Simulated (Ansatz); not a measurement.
Consider the formal exchange of groups at the Sn–C bond: `[SiH3][CH2][SnH2][SH]` + `CF` → `F[CH2][SnH2][SH]` + `C[SiH3]`.

Calculated with Ansatz (gas phase, PBE0-D4/def2-TZVP geometries, no zero-point term in ΔE). CBS: MP2 limit from def2 TZ/QZ plus the TZ coupled-cluster correction, frozen cores. This one scheme is used for every species. Elements past krypton have def2 core potentials. For Sn outer-core shells are correlated without core-valence functions, which leaves a few kJ/mol of doubt a bond. One conformer a species, not always the lowest.

```json
{"species": "`[SiH3][CH2][SnH2][SH]`", "HF/CBS(def2) energy (Eh)": "-942.42095"}
{"species": "`CF`", "HF/CBS(def2) energy (Eh)": "-139.10980"}
{"species": "`F[CH2][SnH2][SH]`", "HF/CBS(def2) energy (Eh)": "-751.18724"}
{"species": "`C[SiH3]`", "HF/CBS(def2) energy (Eh)": "-330.33431"}
```

(1) Work out ΔE.

Largest T1 diagnostic among the species: 0.012.

## Answers

(1) ΔE = (-751.18724) + (-330.33431) − (-942.42095) − (-139.10980) = 0.00920 Eh = +24.2 kJ/mol. CCSD(T)/CBS gives +30.3 kJ/mol.

In def2-TZVPP, CCSD(T) changes the Hartree–Fock value by +5.2 kJ/mol (the triples alone add +1.0 kJ/mol) and MP2 by +10.1 kJ/mol. From PBE to PBE0 (25 % exact exchange), in def2-TZVPP and without D4, ΔE moves by +5.2 kJ/mol.
